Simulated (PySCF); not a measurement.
Correlation energy of W²⁺ (tungsten, charge +2)

[Xe] 4f14 5d3 6p1, one real determinant (an excited configuration). Computed with PySCF 2.14 in def2-QZVPPD with the def2 core potential (60 electrons) (7s6p4d3f2g, 84 functions), with a scalar-relativistic core potential. Frozen: nothing; 12 electrons correlated.

```csv
level,correlation energy (mhartree)
CCSD,-284.27
(T),-7.09
CCSD(T),-291.36
```

Diagnostics: T1 = 0.0076, D1 = 0.0327, largest double amplitude 0.049.

Is a single reference adequate?

Yes, within this model without spin-orbit coupling: T1 lies below 0.03 and no double amplitude reaches 0.07.

The reference is one real determinant that mixes LS terms of this configuration.

The basis has no tight functions for the innermost shells, so their pair energies are far from complete.

This basis was not built for core-valence correlation, so the inner-shell part is incomplete.
